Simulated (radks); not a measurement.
All-electron atom: Hg2+ in [Xe] 4f14 5d10. Calculated with a radial shooting solver on a logarithmic mesh with Libxc functionals: scalar-relativistic Kohn-Sham, LDA (Slater exchange, Perdew-Wang correlation), spin-polarised, spherical densities, point nucleus.

Normalised radial functions P(r) = r R(r), r in bohr:

| r | 4f |
|---|---|
| 0.000724 | 0.0000 |
| 0.0008361 | 0.0000 |
| 0.0009579 | 0.0000 |
| 0.001106 | 0.0000 |
| 0.001278 | 0.0000 |
| 0.001476 | 0.0000 |
| 0.001691 | 0.0000 |
| 0.001952 | 0.0000 |
| 0.002255 | 0.0000 |
| 0.002604 | 0.0000 |
| 0.003007 | 0.0000 |
| 0.003445 | 0.0000 |
| 0.003979 | 0.0000 |
| 0.004595 | 0.0000 |
| 0.005307 | 0.0000 |
| 0.00608 | 0.0000 |
| 0.007022 | 0.0000 |
| 0.008109 | 0.0001 |
| 0.009365 | 0.0001 |
| 0.01082 | 0.0002 |
| 0.01239 | 0.0003 |
| 0.01431 | 0.0005 |
| 0.01653 | 0.0009 |
| 0.01909 | 0.0015 |
| 0.02187 | 0.0025 |
| 0.02526 | 0.0041 |
| 0.02917 | 0.0067 |
| 0.03368 | 0.0109 |
| 0.0389 | 0.0174 |
| 0.04457 | 0.0270 |
| 0.05147 | 0.0422 |
| 0.05944 | 0.0650 |
| 0.06865 | 0.0984 |
| 0.07865 | 0.1430 |
| 0.09083 | 0.2078 |
| 0.1049 | 0.2950 |
| 0.1211 | 0.4075 |
| 0.1399 | 0.5468 |
| 0.1603 | 0.7007 |
| 0.1851 | 0.8808 |
| 0.2138 | 1.0659 |
| 0.2469 | 1.2381 |
| 0.2829 | 1.3699 |
| 0.3267 | 1.4579 |
| 0.3773 | 1.4785 |
| 0.4357 | 1.4270 |
| 0.5032 | 1.3094 |
| 0.5765 | 1.1504 |
| 0.6658 | 0.9509 |
| 0.769 | 0.7414 |
| 0.8881 | 0.5431 |
| 1.017 | 0.3806 |
| 1.175 | 0.2435 |
| 1.357 | 0.1442 |
| 1.567 | 0.0785 |
| 1.81 | 0.0390 |
| 2.074 | 0.0182 |
| 2.395 | 0.0073 |
| 2.766 | 0.0025 |
| 3.194 | 0.0007 |
| 3.659 | 0.0002 |
| 4.226 | 0.0000 |
| 4.881 | 0.0000 |

4f: eigenvalue -115.61 eV, 0 radial nodes, <r> = 0.483 bohr, 90 % of the charge inside 0.772 bohr.
